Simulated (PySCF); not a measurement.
**Krypton: a sound run and one with changed settings**

Sound run: Kr⁺ [Ar] 3d10 4s2 4p5, Kr²⁺ [Ar] 3d10 4s2 4p4. All numbers are calculated (PySCF 2.14, a scalar-relativistic core potential, in cc-pVDZ-PP with ECP10MDF). In the sound run the correlated levels freeze 3s2 3p6 3d10 outside the core potential. The sound run starts from symmetry-adapted Hartree-Fock orbitals and uses a fine grid where one is needed.

A second run was set up differently.

```csv
species,method,sound run (hartree),changed run (hartree),converged
Kr⁺,UHF,-461.69600,-461.69600,yes
Kr⁺,B3LYP,-463.10673,-463.10673,yes
Kr⁺,M06-L,-463.06460,-463.06460,yes
Kr⁺,MP2,-461.78913,-461.76460,yes
Kr⁺,CCSD(T),-461.80369,-461.80369,yes
Kr²⁺,UHF,-460.84097,-460.84097,yes
Kr²⁺,B3LYP,-462.20845,-462.20845,yes
Kr²⁺,M06-L,-462.18024,-462.18024,yes
Kr²⁺,MP2,-460.91384,-460.89454,yes
Kr²⁺,CCSD(T),-460.92972,-460.92972,yes
```

Ionisation energy of Kr⁺:

```tsv
method	sound run (eV)	changed run (eV)
UHF	23.267	23.267
B3LYP	24.444	24.444
M06-L	24.065	24.065
MP2	23.818	23.676
SCS-MP2	23.788	23.655
CCSD	23.779	23.779
CCSD(T)	23.782	23.782
```

**Question.** What was changed?
A. minimal basis
B. level shift left on
C. a valence shell is frozen
D. all electrons correlated in a valence basis

**Answer.** B. It used initial guess minao, at most 50 SCF cycles, level shift 0.5 hartree. A level shift leaves the converged SCF energy unchanged but raises the virtual orbital energies, which shrinks MP2 if it is not removed.
